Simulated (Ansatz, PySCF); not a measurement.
Nb(O)(OH)(Me)2 (C₂H₇NbO₂), SMILES [CH3][Nb]([CH3])(=[O])[OH], multiplicity 1. Atoms are numbered in the order given.

```xyz
12

Nb    -0.0827    -0.0547     0.0923
O      1.0333     0.6633    -0.9796
O      0.7682    -1.0119     1.4950
H      1.6895    -1.1782     1.7304
C     -1.3244    -1.3629    -1.1050
H     -1.8920    -0.7461    -1.8263
H     -2.0400    -1.9132    -0.4680
H     -0.7345    -2.0932    -1.6842
C     -1.3033     1.5540     0.8724
H     -0.7024     2.3572     1.3312
H     -2.0171     1.1734     1.6251
H     -1.8729     2.0003     0.0361
```
Charge 0, spin multiplicity 1.

Coordinates come from a B3LYP-D3(BJ)/def2-SVP optimisation. The spin state was assumed, not searched. The def2 effective core potentials stand for the cores of Nb; spin–orbit coupling is left out. Other conformers were not sampled.

Two levels are set side by side: PBE-D3(BJ)/def2-SVP (Ansatz, a first-principles code) and B3LYP-D3(BJ)/def2-SVP (Ansatz). Each level has its own optimised geometry; the coordinates shown are those of the second. Frequencies come from the Hessian of PySCF at each geometry. Differences are taken from unrounded values.

```
quantity                            B3LYP-D3(BJ)  PBE-D3(BJ)  PBE-D3(BJ) minus B3LYP-D3(BJ)
----------------------------------  ------------  ----------  -----------------------------
mean bond length (Å)                       1.412       1.417                          0.006
bond Nb1–O2 (Å)                            1.706       1.715                          0.009
bond Nb1–O3 (Å)                            1.899       1.905                          0.006
bond Nb1–C5 (Å)                            2.165       2.162                         -0.002
bond Nb1–C9 (Å)                            2.165       2.162                         -0.003
bond O3–H4 (Å)                             0.965       0.974                          0.008
bond C5–H6 (Å)                             1.106       1.114                          0.008
bond C5–H7 (Å)                             1.105       1.112                          0.007
bond C5–H8 (Å)                             1.103       1.110                          0.007
bond C9–H10 (Å)                            1.103       1.110                          0.007
bond C9–H11 (Å)                            1.105       1.112                          0.007
bond C9–H12 (Å)                            1.106       1.114                          0.008
highest harmonic wavenumber (cm⁻¹)          3875        3766                           -108
mean harmonic wavenumber (cm⁻¹)             1242        1211                            -31
zero-point energy (kcal/mol)               53.29       51.96                          -1.33
```

GGA bonds tend to be longer and softer than those of functionals with exact exchange. Differences between two approximate levels are no errors against the true value.
